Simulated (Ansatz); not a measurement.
Geometry optimisation, RKS revPBE-D4/6-31G* in Ansatz.

input.yaml

```yaml
crystal:
  periodic: [false, false, false]
  atoms:
    - { symbol: O, position_ang: [-1.84422, 0.94462, -0.76187] }
    - { symbol: Al, position_ang: [-0.57254, 0.02391, -0.32281] }
    - { symbol: C, position_ang: [1.14083, -0.19473, 0.59461] }
    - { symbol: S, position_ang: [0.48117, -1.86698, -0.31224] }
    - { symbol: H, position_ang: [-2.5706, 1.50087, -1.00906] }
    - { symbol: H, position_ang: [1.25299, -0.4362, 1.64788] }
    - { symbol: H, position_ang: [2.11236, 0.02851, 0.16348] }
basis:
  gaussian: { orbitals: "6-31G*" }
hamiltonian:
  xc: revpbe
  dispersion: d4
relax:
  f_tol: 0.02
  max_steps: 40
scf:
  lower_state_search: "off"
output:
  orbitals: {}
```

Command:

```bash
$ ansatz run input.yaml --threads 1 --pin off --max-ram 2048MiB --backend cpu --events-out ev --progress --plain --runs-dir out
```

Question: Where does it end, and by what steps?

Answer: It converged. After 12 steps the energy has fallen by 0.292 eV; H5 moved furthest, 0.53 Å.

```tsv
step	energy less start (eV)	largest force component (eV/Å)	accepted
0	0.0000	1.645	yes
1	-0.0418	0.785	yes
2	-0.0600	0.289	yes
3	-0.0623	0.075	yes
4	-0.0631	0.069	yes
5	-0.0636	0.053	yes
6	-0.0638	0.103	yes
7	-0.1366	1.188	yes
8	-0.2153	0.570	yes
9	-0.2548	0.393	yes
10	-0.2881	0.194	yes
11	-0.2915	0.035	yes
12	-0.2916	0.006	yes
```

```xyz
7
Properties=species:S:1:pos:R:3
O -1.791 1.313 -0.611
Al -0.524 0.208 -0.234
C 1.154 -0.247 0.589
S 0.316 -1.763 -0.389
H -2.536 0.990 -1.151
H 1.254 -0.497 1.654
H 2.128 -0.004 0.143
```

Whether the end is a true minimum wasn't checked by a vibrational analysis.

Run time: 26 s on 1 thread of Arm Neoverse V2 (shared host), peak memory 0.14 GiB.
